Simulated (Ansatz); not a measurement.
The same path of GaH3O + H2S (8 atoms, charge 0, multiplicity 1) was run 3 times with different band settings. Lost on the way: S6–H8. Made: O2–H8.

Theory: Ansatz 0.2.0, RHF/def2-SVP.

Relaxed end points:

```xyz
8
Properties=species:S:1:pos:R:3
Ga -0.018 -0.060 0.166
O -0.242 -0.704 1.830
H -1.097 -1.011 2.083
H 1.472 0.024 -0.314
H -1.290 0.022 -0.757
S -0.042 2.667 1.211
H 1.284 2.816 1.260
H -0.134 2.142 2.435
```

```xyz
8
Properties=species:S:1:pos:R:3
Ga 0.097 0.579 0.060
O -0.326 -0.172 2.092
H -1.040 -0.778 2.239
H 1.508 -0.057 -0.197
H -1.241 0.085 -0.603
S 0.043 2.755 0.720
H 1.352 2.903 0.947
H -0.459 0.580 2.657
```

Common settings: movable images 7; climbing image yes; optimiser quadratic models (default); force threshold 0.05 eV/Å; iteration limit 60; end points relaxed.

| run | spring | start path |
| --- | --- | --- |
| 1 | 5.0 eV/Å² | through a guess of the saddle point |
| 2 | 5.0 eV/Å² | straight line |
| 3 | 20.0 eV/Å² | through a guess of the saddle point |

(1) What does each run give, and how far can it be trusted?

## Answers

(1) Run 1: converged after 15 iterations, highest image 0.574 eV above the first end. A vibrational analysis at the climbing image gives one clearly imaginary mode, 1455i cm⁻¹: a first-order saddle point.
Run 2: converged after 13 iterations, highest image 0.576 eV above the first end. Another band between the same ends (7 images) ends at a top of the same energy, where a vibrational analysis finds 1 clearly imaginary mode.
Run 3: converged after 17 iterations, highest image 0.574 eV above the first end. Another band between the same ends (7 images) ends at a top of the same energy, where a vibrational analysis finds 1 clearly imaginary mode.
The orbitals stay closed-shell, which can raise the energy where a bond breaks towards radicals; this wasn't checked here.
